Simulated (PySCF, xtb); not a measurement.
AlH4, SMILES [AlH4-], charge -1.

GFN2-xTB (xtb) at its own geometry gives an orbital gap of 6.92 eV.

The structure is a stationary point at PBE0-D3(BJ)/def2-TZVPD. The isomer is the one that the SMILES or the coordinates give; other isomers of the formula were not compared.

Task: What does PBE/def2-TZVPD (PySCF) give? (The exact figures need the calculation; the answer reports its results.)

Result: gap 4.77 eV (levels -1.13 and 3.65 eV).
